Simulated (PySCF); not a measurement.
## NaBi and its ions

PBE0; PySCF, scalar-relativistic core potentials, basis sets Na def2-SVP, Bi def2-SVP with ECP60. Neutral (UKS): triplet (π ↑↑), Re = 2.991 Å, ωe = 186 cm⁻¹, De = 1.10 eV, HOMO -4.25 eV, LUMO -1.76 eV.

NaBi⁺ (UKS): quartet (σ ↑, π ↑↑), Re = 3.439 Å, ωe = 94.2 cm⁻¹. The energies at the minima are -376.76936 hartree for NaBi and -376.54913 for NaBi⁺.

Q: Work out the adiabatic ionisation energy, without and with harmonic zero-point energies (1 hartree = 27.2114 eV, 1 eV = 8065.5 cm⁻¹), and the change of the bond length.

A: At PBE0: 0.22023 hartree = 5.993 eV between the minima; the zero-point term (94.2 − 186.0)/2 cm⁻¹ = -0.006 eV makes it 5.987 eV. Re changes by +44.8 pm against the neutral. The electron leaves a σ orbital, and the ion is left as a loose complex of an ion and an atom.

Spin–orbit coupling is left out, which matters for elements this heavy, above all for dissociation energies. States were picked by a PBE0 search and need not be the measured ground states.
